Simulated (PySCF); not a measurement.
**Ionisation energy of Co²⁺ by level of theory**

Co²⁺ [Ar] 3d7 (4F) → Co³⁺ [Ar] 3d6 (5D), as a difference of total energies. Computed with PySCF 2.14 in x2c-QZVPPall (11s7p5d4f2g, 103 functions), with scalar relativity by spin-free X2C-1e. Correlated levels: valence: [Ar] frozen; valence and next inner shell: [Ne] frozen. The calculations carry no spin-orbit coupling.

| method | ionisation energy (eV) | plus first-order spin-orbit estimate | difference from reference of that sum (eV) |
| --- | --- | --- | --- |
| UHF | 31.198 | 31.227 | -2.273 |
| LDA | 34.387 | 34.416 | +0.916 |
| PBE | 34.147 | 34.177 | +0.677 |
| PBE0 | 33.698 | 33.727 | +0.227 |
| r2SCAN | 33.770 | 33.799 | +0.299 |
| MN15 | 33.401 | 33.430 | -0.070 |
| r2SCANh | 33.647 | 33.677 | +0.177 |
| TPSS | 34.120 | 34.150 | +0.650 |
| r2SCAN0 | 33.468 | 33.497 | -0.003 |
| MP2 (valence) | 33.083 | 33.112 | -0.388 |
| SCS-MP2 (valence) | 33.193 | 33.223 | -0.277 |
| MP2 (valence and next inner shell) | 33.496 | 33.525 | +0.025 |
| SCS-MP2 (valence and next inner shell) | 33.442 | 33.471 | -0.029 |

Reference: 33.5 ± 0.06 eV (semi-empirical (NIST evaluation); NIST Atomic Spectra Database, ionization energies).

A first-order spin-orbit estimate (lowest level to lowest level, LS coupling) adds 0.030 eV.

Errors of the correlated levels include the incompleteness of this basis and the frozen core.
